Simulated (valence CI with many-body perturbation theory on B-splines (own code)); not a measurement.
## Ce I in brief

Method: valence CI with perturbative core correlation (CI+MBPT): four valence electrons over a frozen Dirac-Fock core [Xe], radial functions for each j: 8 s, 8 p, 9 d, 9 f, 6 g, 3 h, 2 i, with the one-electron correlation potential Σ1 (screened to all orders), the two-electron term Σ2, the three-electron term Σ3, Breit, model QED; selected single and double excitations, second order for the rest (own B-spline code, finite nucleus).

Against 61 measured levels this calculation errs by 235 cm⁻¹ on average and by 892 at most. These come from a selection out of the NIST Handbook of Basic Atomic Spectroscopic Data. Levels without a partner in it may be off by more, other configurations by several thousand cm⁻¹. Among the levels kept, up to 540 cm⁻¹ of a level comes from second order outside the variational space, and about a tenth of that is noise between levels of different J, which matters for small intervals. 3 measured levels below the end of the list, from 5637 cm⁻¹ on, found no clear computed partner.

Names give the largest LS component (configuration and term), which can be under half, so a name can repeat, a term be missing and a line seem to break the LS rules; names also repeat where a configuration has a term twice.

Rates and lifetimes use the calculated energies. Strong lines usually hold to 10 to 20 %, long lifetimes can be off by a factor of two.

What is the ground level?

4f 5d 6s2 1G°_4, composition 52 % 4f 5d 6s2 1G° + 23 % 4f 5d 6s2 3H° + 4 % 4f 5d 6s2 3F°, g = 0.954.

What are the static dipole polarisabilities of the lowest levels?

4f 5d 6s2 1G°_4 210 (tensor 9.0); 4f 5d 6s2 3F°_2 208 (tensor -5.1); 4f 5d 6s2 3H°_4 211 (tensor 9.2); 4f 5d2 6s 5H°_3 220 (tensor -1.5) bohr³, of which the core gives 5.83. The recommended value for the atom is 205 ± 20 bohr³ (Schwerdtfeger and Nagle, table of static dipole polarizabilities (2023 update)).

What is the ionisation energy?

5.3693 eV; NIST lists 5.5386 eV (measured).

Where does the other parity begin?

At 4f2 6s2 3H_4, 0.7011 eV.

How well does LS coupling describe the low levels?

Among the lowest 20 levels the leading LS term, summed over configurations, holds 67 % on average. For single configurations the figures are 54 % in LS and 47 % in jj coupling. Terms mix most in the J = 1 level at 0.4639 eV, where the leading one holds 42 %.
